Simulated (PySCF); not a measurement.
All values below come from TPSSh-D3(BJ)/def2-TZVP // TPSS-D3(BJ)/def2-SVP (PySCF). Gas-phase values, no solvent. One relaxed conformer stands for a flexible species; it need not be the lowest. 

Reference species: [Cu(NH3)(H)] (neutral, multiplicity 1).

```
Quantity                                   Value
----------------------------------------  ------
charge on the central atom (meta-Löwdin)  0.18 e
coordination number                            2
```

Changed species: [Cu(H2O)(F)] (L = H2O, X = F; the reference has L = NH3, X = H).

**Question.** What does the change do to the charge on the central atom (meta-Löwdin) and coordination number?

**Answer.** the charge on the central atom (meta-Löwdin) rises by 0.41 e, to 0.59 e; the coordination number hardly moves.
